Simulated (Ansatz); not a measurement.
System: CuF, charge 1, multiplicity 2. The spin state was set by rule; other spins were not relaxed. 
Structure (B3LYP-D3(BJ)/def2-TZVP (Ansatz, an electronic-structure program) minimum search):
```
Cu
F 1 1.7056
```
Charge +1, spin multiplicity 2.

Total electronic energies in hartree. Valence correlation only, unless marked. Open shells are spin-unrestricted. No spin-orbit coupling. Frozen are the shells of the preceding noble gas and the d and f shells that filled before the atom's block. No relativistic terms. FCI takes restricted orbitals. CBS(X,Y): correlation extrapolated as X^-3; Hartree-Fock from the larger set.

The T1 diagnostic of CCSD in the largest basis is 0.048, which is high, so the coupled-cluster rows are less sure than usual.

```
level                                        program  energy (Eh)
------------------------------------  --------------  -----------
HF/def2-QZVPP                                 Ansatz  -1738.17222
RI-HF/def2-TZVPPD                             Ansatz  -1738.12394
B3LYP-D4/def2-TZVPD                   Ansatz + dftd4  -1740.07119
PBE0/def2-TZVP                                Ansatz  -1739.68339
B2GP-PLYP-D3(BJ)/def2-TZVPD           Ansatz + dftd3  -1739.52654
MP2/CBS(def2-TZVPP,def2-QZVPP)                Ansatz   -1738.8851
FCI/STO-3G                                    Ansatz  -1718.36437
CCSD(T)/CBS(def2-TZVPP,def2-QZVPP)            Ansatz   -1738.8842
CCSD(T)/CBS(def2-TZVPPD,def2-QZVPPD)          Ansatz   -1738.8833
```

Totals of different functionals don't rank their quality; only differences between species are comparable.
